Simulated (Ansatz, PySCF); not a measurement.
Species: CH3O2, net charge -1, singlet state. It need not be the lowest isomer of its formula. Whether it binds its extra electron was not tested at this geometry. 
Geometry from a B3LYP-D3(BJ)/def2-TZVP (Ansatz, an electronic-structure program) optimisation:
```xyz
6

O     -1.0153     0.5997     0.2384
C     -0.3012    -0.4218    -0.1169
O      1.2010    -0.1174    -0.0969
H     -0.4483    -0.7952    -1.1734
H     -0.3621    -1.3337     0.5480
H      1.1321     0.8016     0.1941
```
Charge -1, spin multiplicity 1.

Total electronic energies in hartree. Valence correlation only, unless marked. No spin-orbit coupling. Non-relativistic. CBS marks a two-point X^-3 extrapolation of the correlation energy; Hartree-Fock from the larger set. [CCSD(T)-MP2]/basis is that difference in the basis named.

```csv
level,program,energy (Eh)
HF/cc-pVTZ,Ansatz,-189.36314
HF/def2-TZVPD,PySCF,-189.38064
r2SCAN/def2-TZVPD,Ansatz,-190.34152
r2SCANh-D4/def2-TZVPD,Ansatz + dftd4,-190.32841
PW6B95-D3(BJ)/def2-TZVPD,PySCF + dftd3,-190.65238
SCS-MP2/aug-cc-pVDZ,Ansatz,-189.89184
SCS-MP2/cc-pwCVTZ,Ansatz,-190.03917
CCSD/cc-pwCVTZ,Ansatz,-190.05819
"RI-MP2/CBS(aug-cc-pVTZ,aug-cc-pVQZ)+[CCSD(T)-MP2]/aug-cc-pVTZ",Ansatz,-190.1951
```

Totals of different functionals don't rank their quality; only differences between species are comparable.
